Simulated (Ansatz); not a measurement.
One change: `C=CC(F)S` becomes `BCC(F)S`.

Ansatz, PBE0-D4/def2-TZVP geometries, multiplicity 1. Each molecule was computed in one conformer, which needn't be the lowest.

| property | `C=CC(F)S` |
| --- | --- |
| LUMO energy (PBE/def2-TZVPP) / eV | -1.35 |
| HOMO energy (PBE0/def2-TZVPP) / eV | -7.41 |
| size of the dipole moment (PBE/def2-TZVPP) / D | 1.56 |
| HOMO energy (PBE/def2-TZVPP) / eV | -6.18 |
| HOMO energy (B3LYP/def2-TZVPP) / eV | -7.17 |
| HOMO–LUMO gap (B3LYP/def2-TZVPP) / eV | 6.59 |

**Question.** Give the same properties after the change, and the shifts. (Best estimate.)

**Answer.** Computed: 
| property | `BCC(F)S` | shift |
| --- | --- | --- |
| LUMO energy (PBE/def2-TZVPP) / eV | -1.58 | -0.23 |
| HOMO energy (PBE0/def2-TZVPP) / eV | -8.50 | -1.09 |
| size of the dipole moment (PBE/def2-TZVPP) / D | 1.17 | -0.39 |
| HOMO energy (PBE/def2-TZVPP) / eV | -7.23 | -1.05 |
| HOMO energy (B3LYP/def2-TZVPP) / eV | -8.28 | -1.11 |
| HOMO–LUMO gap (B3LYP/def2-TZVPP) / eV | 7.46 | 0.87 |

With PBE0 the HOMO falls by 1.09 eV and the LUMO falls by 0.22 eV, so the gap widens by about 0.87 eV. PBE moves the HOMO by -1.05 eV and ωB97M-V by -1.04 eV. Dipoles are sizes alone; their direction can turn.

B3LYP here is the variant with VWN-RPA as its local correlation; programs differ in this.
